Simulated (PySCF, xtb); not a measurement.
Mo(O)2(OH) (HMoO₃), SMILES [Mo+]([OH])(=[O])=[O], charge +1, multiplicity 1.

GFN2-xTB run with xtb 6.7.1 at its own geometry gives an orbital gap of 0.28 eV.

Coordinates come from a PBE0-D3(BJ)/def2-SVP optimisation. The spin state was assumed, not searched. The isomer is the one that the SMILES or the coordinates give; other isomers of the formula were not compared. The def2 effective core potentials stand for the cores of Mo; spin–orbit coupling is left out. Other conformers were not sampled.

What does PBE/def2-TZVPD in PySCF give? (An estimate is asked for; the answer gives what the named calculation found.)

gap 2.70 eV (levels -14.07 and -11.37 eV).
